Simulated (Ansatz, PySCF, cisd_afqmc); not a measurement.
System: CH2S, charge 0, singlet. CH2S (SMILES C=S).
B3LYP-D3(BJ)/def2-TZVP minimum from Ansatz (an electronic-structure program):
```xyz
4

C     -0.9907     0.1914    -0.1620
S      0.5657    -0.1093     0.0925
H     -1.3280     1.0050    -0.8021
H     -1.7796    -0.4045     0.2939
```
Charge 0, spin multiplicity 1.

Atomisation energy term by term, kcal/mol (programs: Ansatz, cisd_afqmc). Open shells are spin-unrestricted; no spin-orbit coupling. Cores are frozen in correlated methods. Rows without X2C or -DK are non-relativistic. AFQMC/CISD: phaseless, guided by CISD from CCSD amplitudes; bars are statistical, one sigma. Outlying blocks are dropped, and bars are widened where a walk drifts. Over all cases where full CI ran beside it in this data, AFQMC minus full CI had a median of +0.1 mEh and passed +0.4 mEh in a tenth of the cases. CBS(X,Y): correlation extrapolated as X^-3, Hartree-Fock from the larger set (Q,5: extrapolated as (X+1)exp(-9√X)). A bracket is a step between two methods taken in the basis named. 'core' is core correlation in cc-pwCVTZ (1s frozen past Ne), 'X2C' scalar relativity in cc-pVTZ-DK, both at CCSD(T). For partners of very few electrons the exact lower level stands in for a higher one. The restricted determinant of CH2S (C=S, singlet) is unstable towards broken spin symmetry in at least one set run.

```
term                                                          basis  kcal/mol
-----------------------  ------------------------------------------  --------
Hartree-Fock                           CBS(cc-pV(Q+d)Z,cc-pV(5+d)Z)    225.63
CCSD correlation                       CBS(cc-pV(Q+d)Z,cc-pV(5+d)Z)     91.35
(T)                                    CBS(cc-pV(Q+d)Z,cc-pV(5+d)Z)      8.00
CCSDT(Q) - CCSD(T)                                      cc-pV(Q+d)Z      0.27
CCSDTQ - CCSDT(Q)                                       cc-pV(D+d)Z     -0.06
core correlation                                          cc-pwCVTZ      1.37
scalar relativity                                   X2C, cc-pVTZ-DK     -0.41
minus zero-point energy  Hessian by PySCF at B3LYP-D3(BJ)/def2-TZVP    -15.48
sum: D0                                                                 310.7
```

The step beyond CCSD(T) by other levels: CCSDTQ in cc-pV(D+d)Z 0.46; AFQMC/CISD in cc-pV(D+d)Z 0.11 ± 0.18; CCSDT(Q) in cc-pV(D+d)Z 0.51; AFQMC/CISD in cc-pV(T+d)Z -0.29 ± 0.21; CCSDT(Q) in cc-pV(T+d)Z 0.30 kcal/mol.
